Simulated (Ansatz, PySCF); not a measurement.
Process, species as SMILES: [NH]B(O)O → [NH-]B(O)O (an electron is taken up)
Each molecule is optimised on its own at B3LYP-D3(BJ)/def2-TZVP (Ansatz, a program for electronic structure), one conformer each, not searched for the lowest. Frequencies are from Ansatz or PySCF.
Geometry of the first species:
```
B
O 1 1.3718
H 2 0.9613 1 116.06
O 1 1.3718 2 125.35 3 1.37
H 4 0.9613 1 116.06 2 -1.37
N 1 1.4519 2 117.26 3 -174.58
H 6 1.0194 1 116.39 2 -91.86
```
Charge 0, spin multiplicity 2.

Property: adiabatic electron affinity (0 K, with B3LYP-D3(BJ) harmonic zero-point energies), positive where the reaction releases energy, in eV. Valence correlation only, unless marked. UHF or UKS for open shells. No spin-orbit coupling. Non-relativistic. Anions need diffuse functions: aug- sets have them; def2-D sets add few; the other sets have none. CBS(X,Y): correlation extrapolated as X^-3; Hartree-Fock from the larger set.

```
level           program  adiabatic electron affinity (eV)
--------------  -------  --------------------------------
HF/aug-cc-pVTZ   Ansatz                              0.43
```

Problem. Predict the CCSD(T)/CBS(aug-cc-pVTZ,aug-cc-pVQZ) result (Ansatz).

Solution. 2.28 eV
